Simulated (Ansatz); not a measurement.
Consider the substitution at a C–C bond: `C=CCC(F)Cl` + `[SiH3]S` → `C=CCS[SiH3]` + `FCCl`.

Gas-phase electronic energies from Ansatz, PBE0-D4/def2-TZVP geometries. CCSD(T)/CBS is the MP2 limit (def2-TZVPP, def2-QZVPP) plus CCSD(T) − MP2 in def2-TZVPP, frozen cores. This one scheme is used for every species. One conformer a species, not always the lowest.

```csv
species,CCSD/CBS(def2) energy (Eh)
`C=CCC(F)Cl`,-715.31978
`[SiH3]S`,-689.25997
`C=CCS[SiH3]`,-805.78049
`FCCl`,-598.78852
```

**Question.** Work out ΔE.

**Answer.** ΔE = (-805.78049) + (-598.78852) − (-715.31978) − (-689.25997) = 0.01074 Eh = +0.29 eV. CCSD(T)/CBS gives +0.27 eV.

Largest T1 diagnostic among the species: 0.011.

At CCSD(T), def2-SVP lies +0.16 eV from the extrapolated value and def2-TZVPP +0.03 eV. Leaving LDA and LC-ωPBE aside and taking each functional with its dispersion term where it has one, the values, not all of them listed here, spread over 0.13 eV, from revPBE-D4 to B97M-V. LDA lies +0.08 eV from PBE without D4. From BLYP to BHLYP (50 % exact exchange), in def2-TZVPP and without D4, ΔE moves by +0.06 eV.
